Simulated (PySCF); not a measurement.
## Basis and Hamiltonian dependence of the ionisation energy of Fe

Fe [Ar] 3d6 4s2 (5D) → Fe⁺ [Ar] 3d6 4s1 (6D). All values are computed (PySCF 2.14, energy differences of UHF-based or UKS calculations, no spin-orbit coupling). Values in eV.

```
                                                              basis       Hamiltonian  functions    UHF    LDA   PBE0  MP2 (valence)  CCSD(T) (valence)  CCSD(T) (valence and next inner shell)
                                                           def2-SVP  non-relativistic         31  6.311  7.905    n/a          6.993                n/a                                     n/a
                                              Sapporo-DKH3-DZP-2012     spin-free X2C         40  6.466  8.207    n/a          7.426                n/a                                     n/a
                                                        aug-cc-pVDZ  non-relativistic         59  6.369  8.023  7.537          7.394              7.678                                     n/a
                                                     aug-cc-pVDZ-DK     spin-free X2C         59  6.438  8.131  7.631          7.484              7.769                                     n/a
                                                            cc-pVTZ  non-relativistic         68  6.363  8.033    n/a          7.355                n/a                                     n/a
  x2c-TZVPPall with one added diffuse shell each of s, p, d, f type     spin-free X2C         80  6.436  8.163  7.658          7.514              7.789                                   7.834
                                                         dyall-ae2z     spin-free X2C         92  6.433    n/a    n/a            n/a                n/a                                   7.788
                                                        aug-cc-pVTZ  non-relativistic         93  6.363  8.034  7.541          7.446              7.722                                     n/a
                                                     aug-cc-pVTZ-DK     spin-free X2C         93  6.432  8.142  7.635          7.539              7.815                                     n/a
                                                             ANO-R3     spin-free X2C         97  6.432  8.135  7.629          7.441                n/a                                     n/a
                                                         dyall-av2z  non-relativistic        101  6.368  8.054  7.564          7.380              7.671                                     n/a
                                                       x2c-QZVPPall     spin-free X2C        103  6.430  8.130  7.626          7.534                n/a                                     n/a
aug-cc-pVTZ with one added diffuse shell each of s, p, d, f, g type  non-relativistic        118  6.363  8.034  7.542          7.467                n/a                                     n/a
                                                      aug-cc-pwCVTZ  non-relativistic        127  6.362  8.027  7.537          7.454                n/a                                     n/a
```

Frozen in the all-electron rows: valence: [Ar]; valence and next inner shell: [Ne].

Non-relativistic rows lack the scalar-relativistic shift.

Reference for a calculation without spin-orbit coupling: 7.904 eV (measured, between term centres; NIST).
